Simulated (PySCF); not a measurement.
**Cost of excited-state runs on `C[O+]([BH2-]F)COC(F)(F)F`, C3H7BF4O2**

Molfile (atoms numbered from 1):
```
C3H7BF4O2
     RDKit          3D

 17 16  0  0  0  0  0  0  0  0999 V2000
   -1.1966    1.2820   -0.2387 C   0  0  0  0  0  0  0  0  0  0  0  0
   -0.9060   -0.1139   -0.2791 O   0  0  0  0  0  0  0  0  0  0  0  0
   -2.0441   -1.0455    0.7401 B   0  0  0  0  0  0  0  0  0  0  0  0
   -1.5167   -2.2886    0.6361 F   0  0  0  0  0  0  0  0  0  0  0  0
    0.3945   -0.4269    0.0730 C   0  0  0  0  0  0  0  0  0  0  0  0
    1.2622    0.1131   -0.9395 O   0  0  0  0  0  0  0  0  0  0  0  0
    2.5476    0.1349   -0.6336 C   0  0  0  0  0  0  0  0  0  0  0  0
    2.8213    0.9288    0.4201 F   0  0  0  0  0  0  0  0  0  0  0  0
    3.2404    0.5962   -1.6599 F   0  0  0  0  0  0  0  0  0  0  0  0
    3.0460   -1.0656   -0.3094 F   0  0  0  0  0  0  0  0  0  0  0  0
   -2.2372    1.3883   -0.5338 H   0  0  0  0  0  0  0  0  0  0  0  0
   -0.5501    1.8059   -0.9433 H   0  0  0  0  0  0  0  0  0  0  0  0
   -1.0600    1.6799    0.7706 H   0  0  0  0  0  0  0  0  0  0  0  0
   -1.8998   -0.5596    1.8130 H   0  0  0  0  0  0  0  0  0  0  0  0
   -3.0562   -0.8965    0.1546 H   0  0  0  0  0  0  0  0  0  0  0  0
    0.6715   -0.0012    1.0517 H   0  0  0  0  0  0  0  0  0  0  0  0
    0.4761   -1.5193    0.0868 H   0  0  0  0  0  0  0  0  0  0  0  0
  1  2  1  0
  2  3  1  0
  3  4  1  0
  2  5  1  0
  5  6  1  0
  6  7  1  0
  7  8  1  0
  7  9  1  0
  7 10  1  0
  1 11  1  0
  1 12  1  0
  1 13  1  0
  3 14  1  0
  3 15  1  0
  5 16  1  0
  5 17  1  0
M  CHG  2   2   1   3  -1
M  END
```

PySCF with density fitting, on 1 thread of an Arm Neoverse V1, shared host. Command: `OMP_NUM_THREADS=1 python excited_run.py task.json out`

Problem. How long does this run take, and how much memory?
- magnetisability and related constants, PBE0/pcSseg-1; usual settings

Solution. 
```csv
run,level,basis functions,wall time,peak memory (GiB)
magnetisability and related constants,PBE0/pcSseg-1,205,40 s,0.93
```
Times from a shared host are rough.
